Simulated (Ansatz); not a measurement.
Reaction (ligand exchange at the Sn–N bond): `B[NH][SnH]([NH2])[OH]` + HCl → `[NH2][SnH]([OH])[Cl]` + `BN`

Computed with Ansatz on PBE0-D4/def2-TZVP structures; ΔE is electronic, products minus reactants. CCSD(T)/CBS adds triple-zeta CCSD(T) − MP2 to the extrapolated MP2 energy (def2 sets, frozen cores). This one scheme is used for every species. DFT in def2-TZVPP. B3LYP here is the variant with VWN-RPA as its local correlation; programs differ in this. def2 core potentials past Kr. For Sn outer-core shells are correlated without core-valence functions, which leaves a few kJ/mol of doubt a bond. One conformer a species, not always the lowest.

**Question.** Is it downhill or uphill in electronic energy at CCSD(T)/CBS, and by how much? (Best estimate.)

**Answer.** The calculation gave: Downhill: ΔE = -97.9 kJ/mol.

**Question.** What do these levels give: BHLYP-D4, ωB97M-V, B2PLYP, revPBE, PBE0, B3LYP, RPA@PBE/def2-TZVPP, HF/def2-SVP, SCS-MP2/def2-QZVPP, HF/CBS(def2), MP2/CBS(def2), CCSD/CBS(def2)? (Estimate.)

**Answer.** Computed: BHLYP-D4 -110.0, ωB97M-V -104.7, B2PLYP -105.5, revPBE -112.1, PBE0 -110.9, B3LYP -112.4, RPA@PBE/def2-TZVPP -86.1, HF/def2-SVP -122.7, SCS-MP2/def2-QZVPP -99.2, HF/CBS(def2) -119.1, MP2/CBS(def2) -100.8, CCSD/CBS(def2) -100.8 kJ/mol.

Largest T1 diagnostic among the species: 0.014.

In def2-TZVPP, CCSD(T) changes the Hartree–Fock value by +27.0 kJ/mol (the triples alone add +3.0 kJ/mol) and MP2 by +24.1 kJ/mol. Leaving LDA and LC-ωPBE aside and taking each functional with its dispersion term where it has one, the values, not all of them listed here, spread over 6.5 kJ/mol, from BHLYP-D4 to revPBE-D4. LDA lies +7.6 kJ/mol from PBE without D4. The D4 term adds +5.3 kJ/mol with B3LYP and +3.1 kJ/mol with PBE0; it sums over pairs of atoms, weighted by their polarisabilities, and B3LYP, whose exchange is more repulsive, gets the larger term.
